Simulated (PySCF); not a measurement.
# How methods differ on the ionisation energy of Sb

Sb [Kr] 4d10 5s2 5p3 [5p1/2^2 5p3/2^1, M_J = 3/2] → Sb⁺ [Kr] 4d10 5s2 5p2 [5p1/2^2, M_J = 0], as a difference of total energies. All numbers are calculated (PySCF 2.14, the two-component X2C-1e Hamiltonian, in x2c-QZVPPall-2c). Correlated levels: [Ar] 3d10 frozen; the 32 highest virtual spinors dropped. "Screened" scales the spin-orbit matrix elements by Boettger's factors to mimic the two-electron term; Breit and QED terms are absent.

| method | ionisation energy (eV) | error (eV) |
| --- | --- | --- |
| GHF (spin-free) | 8.639 | +0.031 |
| GMP2 (spin-free) | 9.126 | +0.518 |
| GHF (screened spin-orbit) | 8.804 | +0.196 |
| GMP2 (screened spin-orbit) | 8.978 | +0.370 |

Reference: 8.608 eV (measured; NIST Atomic Spectra Database, ionization energies).

The spin-free rows relax to the high-spin LS determinant and lack the spin-orbit shift.

The labels give the starting determinants; with spin-orbit coupling the two ends relaxed to ⟨J²⟩ = 3.75, ⟨L²⟩ = 0.07, ⟨S²⟩ = 3.71 and ⟨J²⟩ = 0.00, ⟨L²⟩ = 1.35, ⟨S²⟩ = 1.35.
